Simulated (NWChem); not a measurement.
Everything below was run with NWChem. System: dimethyl selenide (C2H6Se), charge 0, spin multiplicity 1, at a geometry optimised with B3LYP/def2-SVP. Level: LDA (SVWN5)/def2-TZVP.

Input file:

```
start mol
memory heap 200 mb stack 900 mb global 1100 mb
geometry units angstroms nocenter noautoz
  C     -1.472567     0.000000     0.821563
  Se     0.000000     0.000000    -0.474919
  C      1.472567     0.000000     0.821563
  H     -1.437984     0.901292     1.450241
  H     -2.407505     0.000000     0.243766
  H     -1.437984    -0.901292     1.450241
  H      1.437984     0.901292     1.450241
  H      2.407505     0.000000     0.243766
  H      1.437984    -0.901292     1.450241
  symmetry group C2v
end
basis spherical
  * library def2-tzvp
end
dft
  xc slater vwn_5
  semidirect memsize 60000000 filesize 0
  iterations 100
end
task dft energy
```

NWChem printed:

```
             Northwest Computational Chemistry Package (NWChem) 7.3.0
             --------------------------------------------------------

                                NWChem Input Module
                                -------------------

 Scaling coordinates for geometry "geometry" by  1.889725989
 (inverse scale =  0.529177249)

 Turning off AUTOSYM since
 SYMMETRY directive was detected!

                             Geometry "geometry" -> ""
                             -------------------------

 Output coordinates in angstroms (scale by  1.889725989 to convert to a.u.)

  No.       Tag          Charge          X              Y              Z
 ---- ---------------- ---------- -------------- -------------- --------------
    1 C                    6.0000    -1.47256700     0.00000000     0.82156300
    2 Se                  34.0000     0.00000000     0.00000000    -0.47491900
    3 C                    6.0000     1.47256700     0.00000000     0.82156300
    4 H                    1.0000    -1.43798400     0.90129200     1.45024100
    5 H                    1.0000    -2.40750500     0.00000000     0.24376600
    6 H                    1.0000    -1.43798400    -0.90129200     1.45024100
    7 H                    1.0000     1.43798400     0.90129200     1.45024100
    8 H                    1.0000     2.40750500     0.00000000     0.24376600
    9 H                    1.0000     1.43798400    -0.90129200     1.45024100

 Effective nuclear repulsion energy (a.u.)     184.9793405261

            Nuclear Dipole moment (a.u.)
            ----------------------------
        X                 Y               Z
 ---------------- ---------------- ----------------
     0.0000000000     0.0000000000     0.0000113384

      Symmetry information
      --------------------

 Group name             C2v
 Group number             16
 Group order               4
 No. of unique centers     4

      Symmetry unique atoms

     1    2    4    5


 Summary of "ao basis" -> "" (spherical)
 ------------------------------------------------------------------------------
       Tag                 Description            Shells   Functions and Types
 ---------------- ------------------------------  ------  ---------------------
 *                         def2-tzvp                  on all atoms

                                 NWChem DFT Module
                                 -----------------

 Summary of "ao basis" -> "ao basis" (spherical)
 ------------------------------------------------------------------------------
       Tag                 Description            Shells   Functions and Types
 ---------------- ------------------------------  ------  ---------------------
 C                         def2-tzvp                11       31   5s3p2d1f
 Se                        def2-tzvp                16       48   6s5p4d1f
 H                         def2-tzvp                 4        6   3s1p

 Summary of "ao basis" -> "ao basis" (spherical)
 ------------------------------------------------------------------------------
       Tag                 Description            Shells   Functions and Types
 ---------------- ------------------------------  ------  ---------------------
 C                         def2-tzvp                11       31   5s3p2d1f
 Se                        def2-tzvp                16       48   6s5p4d1f
 H                         def2-tzvp                 4        6   3s1p

      Symmetry analysis of basis
      --------------------------

        a1         53
        a2         22
        b1         43
        b2         28

            General Information
            -------------------
          SCF calculation type: DFT
          Wavefunction type:  closed shell.
          No. of atoms     :     9
          No. of electrons :    52
           Alpha electrons :    26
            Beta electrons :    26
          Charge           :     0
          Spin multiplicity:     1
          Use of symmetry is: on ; symmetry adaption is: on
          Maximum number of iterations: 100
          AO basis - number of functions:   146
                     number of shells:    62
          Convergence on energy requested:  1.00D-06
          Convergence on density requested:  1.00D-05
          Convergence on gradient requested:  5.00D-04

              XC Information
              --------------
                        Slater Exchange Functional  1.000 local
                      VWN V Correlation Functional  1.000 local

             Grid Information
             ----------------
          Grid used for XC integration:  medium
          Radial quadrature: Mura-Knowles
          Angular quadrature: Lebedev.
          Tag              B.-S. Rad. Rad. Pts. Rad. Cut. Ang. Pts.
          ---              ---------- --------- --------- ---------
          C                   0.70       49          11.0       434
          Se                  1.15      112           9.0       590
          H                   0.35       45          12.0       434
          Grid pruning is: on
          Number of quadrature shells:   251
          Spatial weights used:  Erf1

          Convergence Information
          -----------------------
          Convergence aids based upon iterative change in
          total energy or number of iterations.
          Levelshifting, if invoked, occurs when the
          HOMO/LUMO gap drops below (HL_TOL):  1.00D-02
          DIIS, if invoked, will attempt to extrapolate
          using up to (NFOCK): 10 stored Fock matrices.

                    Damping( 0%)  Levelshifting(0.5)       DIIS
                  --------------- ------------------- ---------------
          dE  on:    start            ASAP                start
          dE off:    2 iters        100 iters           100 iters

      Screening Tolerance Information
      -------------------------------
          Density screening/tol_rho:  1.00D-10
          AO Gaussian exp screening on grid/accAOfunc:  14
          CD Gaussian exp screening on grid/accCDfunc:  20
          XC Gaussian exp screening on grid/accXCfunc:  20
          Schwarz screening/accCoul:  1.00D-08

      Superposition of Atomic Density Guess
      -------------------------------------

 Sum of atomic energies:       -2478.14803818

      Non-variational initial energy
      ------------------------------

 Total energy =   -2479.570395
 1-e energy   =   -3815.205548
 2-e energy   =    1150.655813
 HOMO         =      -0.247912
 LUMO         =       0.029600

      Symmetry analysis of molecular orbitals - initial
      -------------------------------------------------

  Numbering of irreducible representations:

     1 a1          2 a2          3 b1          4 b2

  Orbital symmetries:

     1 a1          2 a1          3 b1          4 a1          5 b2
     6 a1          7 b1          8 a1          9 b1         10 a1
    11 b2         12 b1         13 a1         14 a2         15 a1
    16 b2         17 a1         18 b1         19 a1         20 b2
    21 a1         22 b1         23 a2         24 b1         25 a1
    26 b2         27 b1         28 a1         29 a1         30 b2
    31 a1         32 b1         33 a2         34 b1         35 a1
    36 a2

------------------------------------------------------------
EAF file 0: "./mol.aoints.0" size=524288 bytes
------------------------------------------------------------
               write      read    awrite     aread      wait
               -----      ----    ------     -----      ----
     calls:        1         0         0         0         0
   data(b): 5.24e+05  0.00e+00  0.00e+00  0.00e+00
   time(s): 0.00e+00  0.00e+00  0.00e+00  0.00e+00  0.00e+00
rate(mb/s): 0.00e+00  0.00e+00
------------------------------------------------------------

   convergence    iter        energy       DeltaE   RMS-Dens  Diis-err    time
 ---------------- ----- ----------------- --------- --------- ---------  ------
 d= 0,ls=0.0,diis     1  -2477.1758674034 -2.66D+03  4.17D-03  1.74D+00     5.9
 d= 0,ls=0.0,diis     2  -2477.2001715289 -2.43D-02  2.88D-03  2.63D-01     6.2
 d= 0,ls=0.0,diis     3  -2477.1863279431  1.38D-02  1.97D-03  2.96D-01     6.6
 d= 0,ls=0.0,diis     4  -2477.2184224764 -3.21D-02  4.19D-04  1.08D-02     6.9
 d= 0,ls=0.0,diis     5  -2477.2198906894 -1.47D-03  4.91D-05  5.00D-05     7.3
  Resetting Diis
 d= 0,ls=0.0,diis     6  -2477.2198971721 -6.48D-06  1.80D-05  1.31D-05     7.7
 d= 0,ls=0.0,diis     7  -2477.2198988458 -1.67D-06  6.26D-06  3.65D-07     8.1
 d= 0,ls=0.0,diis     8  -2477.2198988236  2.22D-08  3.04D-06  6.71D-07     8.6

         Total DFT energy =    -2477.219898823585
      One electron energy =    -3817.866915034125
           Coulomb energy =     1251.587032806765
    Exchange-Corr. energy =      -95.919357122357
 Nuclear repulsion energy =      184.979340526132

 Numeric. integr. density =       51.999998818820

     Total iterative time =      6.7s

                  Occupations of the irreducible representations
                  ----------------------------------------------

                     irrep           alpha         beta
                     --------     --------     --------
                     a1               12.0         12.0
                     a2                2.0          2.0
                     b1                7.0          7.0
                     b2                5.0          5.0

                       DFT Final Molecular Orbital Analysis
                       ------------------------------------

 Vector   24  Occ=2.000000D+00  E=-3.167767D-01  Symmetry=b1
              MO Center=  1.1D-16,  1.1D-15,  3.8D-01, r^2= 3.5D+00
   Bfn.  Coefficient  Atom+Function         Bfn.  Coefficient  Atom+Function
  ----- ------------  ---------------      ----- ------------  ---------------
    47      0.264328  2 Se px                 6     -0.236606  1 C  px
    85     -0.236606  3 C  px                41     -0.204092  2 Se px
    44      0.186581  2 Se px                 9     -0.182506  1 C  px
    88     -0.182506  3 C  px               118      0.144645  5 H  s
   136     -0.144645  8 H  s                 12     -0.117507  1 C  px

 Vector   25  Occ=2.000000D+00  E=-2.788304D-01  Symmetry=a1
              MO Center= -8.7D-16, -2.4D-15, -1.5D-01, r^2= 2.9D+00
   Bfn.  Coefficient  Atom+Function         Bfn.  Coefficient  Atom+Function
  ----- ------------  ---------------      ----- ------------  ---------------
    49      0.346155  2 Se pz                43     -0.258517  2 Se pz
    37     -0.246812  2 Se s                 46      0.235738  2 Se pz
    52      0.234042  2 Se pz                36     -0.213572  2 Se s
     8     -0.165335  1 C  pz                87     -0.165335  3 C  pz
    11     -0.130549  1 C  pz                90     -0.130549  3 C  pz

 Vector   26  Occ=2.000000D+00  E=-1.835650D-01  Symmetry=b2
              MO Center=  3.1D-15, -5.7D-15, -3.1D-01, r^2= 2.4D+00
   Bfn.  Coefficient  Atom+Function         Bfn.  Coefficient  Atom+Function
  ----- ------------  ---------------      ----- ------------  ---------------
    48      0.458452  2 Se py                51      0.403800  2 Se py
    42     -0.327169  2 Se py                45      0.306513  2 Se py
    39      0.099744  2 Se py               113     -0.093240  4 H  s
   125      0.093240  6 H  s                131     -0.093240  7 H  s
   143      0.093240  9 H  s                112     -0.075650  4 H  s

 Vector   27  Occ=0.000000D+00  E=-2.580995D-02  Symmetry=b1
              MO Center=  1.1D-14, -4.8D-15, -1.6D-01, r^2= 4.7D+00
   Bfn.  Coefficient  Atom+Function         Bfn.  Coefficient  Atom+Function
  ----- ------------  ---------------      ----- ------------  ---------------
     5      1.478541  1 C  s                 84     -1.478541  3 C  s
    50      1.131591  2 Se px               113     -0.378116  4 H  s
   125     -0.378116  6 H  s                131      0.378116  7 H  s
   143      0.378116  9 H  s                 47      0.350411  2 Se px
   119     -0.317085  5 H  s                137      0.317085  8 H  s

 Vector   28  Occ=0.000000D+00  E= 4.352349D-03  Symmetry=a1
              MO Center= -6.9D-14, -2.1D-15,  1.2D-01, r^2= 5.2D+00
   Bfn.  Coefficient  Atom+Function         Bfn.  Coefficient  Atom+Function
  ----- ------------  ---------------      ----- ------------  ---------------
    37      1.143184  2 Se s                  5     -0.862420  1 C  s
    84     -0.862420  3 C  s                 52      0.804548  2 Se pz
    12     -0.455795  1 C  px                91      0.455795  3 C  px
    49      0.329889  2 Se pz               113      0.294751  4 H  s
   125      0.294751  6 H  s                131      0.294751  7 H  s

 Vector   29  Occ=0.000000D+00  E= 1.308811D-02  Symmetry=a1
              MO Center=  6.6D-14, -1.5D-14,  1.1D+00, r^2= 7.1D+00
   Bfn.  Coefficient  Atom+Function         Bfn.  Coefficient  Atom+Function
  ----- ------------  ---------------      ----- ------------  ---------------
     5      1.951395  1 C  s                 84      1.951395  3 C  s
   113     -1.100810  4 H  s                125     -1.100810  6 H  s
   131     -1.100810  7 H  s                143     -1.100810  9 H  s
   119     -0.925607  5 H  s                137     -0.925607  8 H  s
    12     -0.456618  1 C  px                91      0.456618  3 C  px

 center of mass
 --------------
 x =   0.00000000 y =   0.00000000 z =  -0.19813045

 moments of inertia (a.u.)
 ------------------
         159.535007614857           0.000000000000           0.000000000000
           0.000000000000         405.177572991903           0.000000000000
           0.000000000000           0.000000000000         269.031143388803

     Multipole analysis of the density
     ---------------------------------

     L   x y z        total         alpha         beta         nuclear
     -   - - -        -----         -----         ----         -------
     0   0 0 0      0.000000    -26.000000    -26.000000     52.000000

     1   1 0 0     -0.000000     -0.000000     -0.000000      0.000000
     1   0 1 0      0.000000      0.000000      0.000000      0.000000
     1   0 0 1      0.595261      0.297625      0.297625      0.000011

     2   2 0 0    -21.786600    -92.822078    -92.822078    163.857555
     2   1 1 0     -0.000000     -0.000000     -0.000000      0.000000
     2   1 0 1     -0.000000     -0.000000     -0.000000     -0.000000
     2   0 2 0    -25.788024    -18.695758    -18.695758     11.603492
     2   0 1 1      0.000000      0.000000      0.000000      0.000000
     2   0 0 2    -24.343137    -55.559755    -55.559755     86.776372

 Task  times  cpu:        8.6s     wall:        8.6s

 Total times  cpu:        8.6s     wall:        8.6s
```
